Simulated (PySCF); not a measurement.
# Basis-set dependence of population analyses: `B[C@@H]1CC1=C`

Compound: C4H7B.
Structure used (PBE0-D3(BJ)/def2-SVP), in Å, numbered top down from 1:
```xyz
12
C4H7B angstrom
B     -1.002    1.120    0.690
C     -0.836   -0.239    0.001
C      0.258   -1.211    0.488
C      0.538   -0.289   -0.586
C      1.362    0.222   -1.486
H     -1.903    1.869    0.390
H     -0.177    1.474    1.501
H     -1.632   -0.664   -0.621
H      0.116   -2.266    0.230
H      0.691   -1.035    1.479
H      1.045    1.022   -2.159
H      2.384   -0.155   -1.586
```

PBE0 throughout (PySCF), one geometry, spherical d and f functions. One conformer (not necessarily the lowest) at the PBE0-D3(BJ)/def2-SVP geometry, without solvent, vibrations or thermal averaging. Atoms taken as equivalent share a column and are averaged. The first 7 of 11 kinds of atom are listed.

Mulliken charges (e):

```
        basis  functions      B1      C2      C3      C4      C5   H6/H7      H8
     pcSseg-0         59  +0.291  -0.667  -0.360  -0.190  -0.383  +0.017  +0.278
       6-31G*         84  +0.077  -0.298  -0.414  +0.172  -0.477  -0.012  +0.197
      cc-pVDZ        105  +0.034  -0.078  -0.005  -0.120  -0.057  -0.024  +0.039
     def2-SVP        105  +0.061  -0.148  -0.009  -0.112  -0.074  -0.025  +0.076
6-311+G(2d,p)        177  -0.018  +0.086  -0.541  +0.440  -0.630  -0.007  +0.124
  aug-cc-pVDZ        178  -1.257  +0.371  +0.826  +0.210  +0.627  +0.609  -0.475
    def2-TZVP        197  -0.049  -0.152  -0.172  -0.044  -0.254  +0.013  +0.120
     IGLO-III        245  +0.205  -0.262  -0.247  +0.120  -0.298  -0.058  +0.118
      cc-pVTZ        248  -0.064  -0.105  -0.248  +0.066  -0.250  +0.009  +0.105
```

IAO charges (e):

```tsv
basis	functions	B1	C2	C3	C4	C5	H6/H7	H8
pcSseg-0	59	+0.021	-0.284	-0.284	+0.031	-0.308	+0.010	+0.163
6-31G*	84	+0.039	-0.283	-0.277	+0.051	-0.319	+0.003	+0.155
cc-pVDZ	105	+0.021	-0.281	-0.280	+0.056	-0.327	+0.009	+0.158
def2-SVP	105	+0.029	-0.277	-0.270	+0.054	-0.317	+0.005	+0.154
6-311+G(2d,p)	177	+0.025	-0.288	-0.287	+0.057	-0.339	+0.009	+0.162
aug-cc-pVDZ	178	+0.022	-0.286	-0.287	+0.058	-0.339	+0.009	+0.162
def2-TZVP	197	+0.025	-0.289	-0.287	+0.057	-0.337	+0.009	+0.162
IGLO-III	245	+0.024	-0.289	-0.288	+0.057	-0.340	+0.009	+0.163
cc-pVTZ	248	+0.024	-0.289	-0.288	+0.058	-0.337	+0.009	+0.162
```

Some averages cover members that differ in this geometry, most widely: H6/H7, Mulliken in aug-cc-pVDZ +0.568 to +0.651 e.

Question: Which scheme is steadiest as the basis changes?

Answer: Largest range over the bases for any column: IAO 0.03 e, Mulliken 1.55 e. IAO charges move least and Mulliken charges most, counted in e.

Question: How much do the charges still move between the two largest bases, IGLO-III and cc-pVTZ?

Answer: At most, over all atoms: Mulliken 0.269 e, IAO 0.002 e.

Question: What do the same runs give for the total energy, the frontier levels and the dipole moment?

Answer: 
```
        basis  energy (Eh)  HOMO (eV)  LUMO (eV)  μ (D)
     pcSseg-0    -180.7576      -7.83      -1.16   1.12
       6-31G*    -181.1625      -7.40      -0.78   1.21
      cc-pVDZ    -181.1758      -7.55      -1.05   1.17
     def2-SVP    -181.0371      -7.62      -1.09   1.17
6-311+G(2d,p)    -181.2135      -7.65      -1.23   1.13
  aug-cc-pVDZ    -181.1840      -7.63      -1.23   1.14
    def2-TZVP    -181.2282      -7.64      -1.19   1.15
     IGLO-III    -181.2328      -7.65      -1.23   1.13
      cc-pVTZ    -181.2254      -7.63      -1.16   1.16
```
